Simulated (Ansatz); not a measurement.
Cost and result for the atomization energy of `O=C=[N][SnH]([F])[F]` (7 atoms, 6 bonds).

Charge 0, multiplicity 1. Correlated methods include outer-core shells of Sn, which these sets cover unevenly. Sn takes the def2 core potential. The geometry is a stationary point of PBE0-D4/def2-TZVP. It is one conformer, not always the lowest. Program: Ansatz. Hardware: A = 2 threads of an AMD EPYC 7R13 on a shared host; B = 2 threads of an AMD EPYC 7R13 on a shared host and a share of an NVIDIA H100 80 GB. Times are those of one run each, without the atoms' runs, and a repeat can differ threefold. Electronic energies, without spin–orbit coupling; frozen cores. CCSD(T)/CBS adds CCSD(T) − MP2 in def2-TZVPP to the MP2 limit, and its time is that of the two runs behind it. T1 = 0.016. With those shells the extrapolation isn't a true limit. B3LYP takes the VWN-RPA correlation (the form of Gaussian; ORCA's B3LYP/G). HSE06 is the plane-wave form, built on full-range PBE exchange.

CCSD(T)/CBS is a level of theory with its own doubt, some kJ/mol a heavy atom from the limit and from the frozen cores, so smaller differences don't rank the functionals.

```tsv
level	functions	wall time	atomization (kJ/mol)	difference from CCSD(T)/CBS	per bond
LDA (SPW92)/def2-TZVPP [A]	219	1.6 s	3394.9	565.6	94.3
BLYP-D4/def2-TZVPP [A]	219	2.2 s	2874.8	45.5	7.6
MP2/def2-QZVPP [B]	397	3.1 s	2926.3	97.0	16.2
BHLYP-D4/def2-TZVPP [A]	219	3.6 s	2614.8	-214.5	-35.8
CCSD(T)/def2-TZVPP [B]	219	3.7 s	2711.7	-117.6	-19.6
HSE06-D4/def2-TZVPP [A]	219	3.7 s	2808.5	-20.8	-3.5
r2SCAN-D4/def2-TZVPP (with forces) [A]	219	5.5 s	2832.2	2.9	0.5
B3LYP-D4/def2-TZVPP (with forces) [A]	219	5.5 s	2803.5	-25.8	-4.3
CCSD(T)/CBS(def2)	–	6.7 s	2829.3	0.0	0.0
B97M-V/def2-TZVPP [A]	219	7.5 s	2853.7	24.4	4.1
PBE-QIDH/def2-TZVPP [A]	219	7.5 s	2767.5	-61.8	-10.3
ωB97M-V/def2-TZVPP (with forces) [A]	219	13 s	2817.6	-11.7	-1.9
CCSD(T)/def2-SVP [A]	101	13 s	2582.7	-246.6	-41.1
```

In def2-TZVPP, CCSD(T) changes the Hartree–Fock value by +950.9 kJ/mol (the triples alone add +86.0 kJ/mol) and MP2 by +1092.7 kJ/mol; breaking electron pairs costs correlation energy, which Hartree–Fock lacks. From r2SCAN to r2SCAN0 (25 % exact exchange), in def2-TZVPP and without D4, the atomization energy moves by −133.4 kJ/mol: exact exchange takes away binding that semilocal exchange gives to molecules. At CCSD(T), def2-SVP lies −246.6 kJ/mol from the extrapolated value and def2-TZVPP −117.6 kJ/mol: correlation converges slowly with the basis, and small sets miss more of it in the bonded molecule than in its fragments.

Spin–orbit coupling would lower the free Sn atoms strongly, and the atomization energy with them, by more than many differences here. For some Ge, Se and Sn compounds the MP2-based and the directly extrapolated limit differ by 10 to 25 kJ/mol.
